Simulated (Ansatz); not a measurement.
Cu₄S₃, relaxed as a singlet with RKS r2SCAN-D4/def2-SVP in Ansatz, starting from the GFN2-xTB geometry. Force threshold 0.02 eV/Å.

Another isomer (singlet) lies 0.09 eV lower at PBE0-D4/def2-TZVP; other spin states weren't run for this one.

Start:

```xyz
7

Cu    0.007    0.302   -1.725
Cu    0.716    1.583    0.248
Cu   -0.069   -1.709   -0.398
Cu    0.650   -0.431    1.570
S    -1.623   -0.592    0.973
S     1.876   -0.360   -0.443
S    -1.557    1.207   -0.224
```

```json
{"step": "1", "energy (eV)": "-211036.3784", "largest force component (eV/Å)": "0.963", "SCF passes": "26"}
{"step": "2", "energy (eV)": "-211036.5398", "largest force component (eV/Å)": "0.555", "SCF passes": "23"}
{"step": "3", "energy (eV)": "-211036.6047", "largest force component (eV/Å)": "0.168", "SCF passes": "23"}
{"step": "4", "energy (eV)": "-211036.6101", "largest force component (eV/Å)": "0.037", "SCF passes": "23"}
{"step": "5", "energy (eV)": "-211036.6103", "largest force component (eV/Å)": "0.016", "SCF passes": "25"}
```

Force components are those of the run's own axes.

End:

```xyz
7

Cu    0.014    0.316   -1.637
Cu    0.679    1.510    0.204
Cu   -0.057   -1.630   -0.351
Cu    0.609   -0.435    1.490
S    -1.624   -0.643    1.004
S     1.934   -0.372   -0.457
S    -1.555    1.255   -0.252
```

By distances, no bond broke or formed. The bond that changes most is S5–S7, from 2.16 to 2.28 Å (atoms count from 1).

No frequencies were taken in this run, so the end may be a saddle point.

It took 28 s on 4 threads of Arm Neoverse V2 on a shared host.
